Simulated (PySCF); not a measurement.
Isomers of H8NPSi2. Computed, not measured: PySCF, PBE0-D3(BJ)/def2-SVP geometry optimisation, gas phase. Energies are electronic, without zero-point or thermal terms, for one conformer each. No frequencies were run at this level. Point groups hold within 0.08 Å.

Question: Rank from lowest to highest electronic energy at this level (kJ/mol).
A. `[SiH3:1][NH:2][SiH2:3][PH2:4]` with Si1–N2–Si3–P4 131°, N2–Si3–P4–H -177° and -82°
B. `[NH2:1][SiH2:2][SiH2:3][PH2:4]` with H–N1–Si2–Si3 -173° and 44°, N1–Si2–Si3–P4 24°, Si2–Si3–P4–H 164° and 69°

Answer: A (0.0), B (40.3).

As drawn, the higher has an Si–Si bond, which the lower lacks.

```json
{"SMILES": "[SiH3]N[SiH2]P", "E (Eh)": "-979.17006", "E rel (kJ/mol)": "0.0", "dipole (D)": "0.21", "point group": "C1", "A, B, C (MHz)": "9375, 1230, 1160"}
{"SMILES": "N[SiH2][SiH2]P", "E (Eh)": "-979.15471", "E rel (kJ/mol)": "40.3", "dipole (D)": "0.84", "point group": "C1", "A, B, C (MHz)": "4646, 1898, 1437"}
```

Q: How do the relative energies change in single points at PBE0/pcSseg-1 (no added dispersion term) on the same geometries?

A: 
| SMILES | PBE0-D3(BJ)/def2-SVP (kJ/mol) | PBE0/pcSseg-1 (kJ/mol) | shift |
| --- | --- | --- | --- |
| [SiH3]N[SiH2]P | 0.0 | 0.0 | 0.0 |
| N[SiH2][SiH2]P | 40.3 | 40.7 | +0.4 |

Each column counts from its own lowest isomer. The order is unchanged; the largest shift is 0.4 kJ/mol.
